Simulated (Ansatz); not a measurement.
Cartesian coordinates in Å:
```
C 0.8171 -1.4025 -2.5455
Zn 0.2961 -0.5086 -0.9201
N -0.1970 0.3384 0.6120
C 0.6333 1.2766 1.3135
C -1.4612 0.1408 1.2636
H 0.0081 -1.3768 -3.2790
H 1.0745 -2.4465 -2.3552
H 1.6878 -0.9134 -2.9886
H 0.8561 0.9452 2.3419
H 1.5916 1.4204 0.8062
H 0.1579 2.2685 1.3977
H -1.3427 -0.2473 2.2895
H -2.0363 1.0786 1.3455
H -2.0851 -0.5735 0.7187
```

The species carries charge 0 and has multiplicity 1.

List the ωB97M-V/def2-TZVPP orbital energies in eV (the Gaussian-basis code of Ansatz). (An estimate is asked.)

Ansatz gave: Occupied: -9464.83, -1156.11, -1016.57, -1016.54, -1016.45, -393.62, -281.60, -281.59, -280.73, -135.95, -91.36, -91.29, -91.16, -27.08, -22.05, -21.52, -19.45, -16.76, -16.75, -16.69, -16.60, -16.60, -15.01, -14.68, -14.33, -13.15, -13.12, -12.87, -12.33, -11.36, -10.14, -7.83. Lowest empty: 1.32, 1.39, 1.69, 2.73, 3.88, 4.45, 4.50, 4.76.
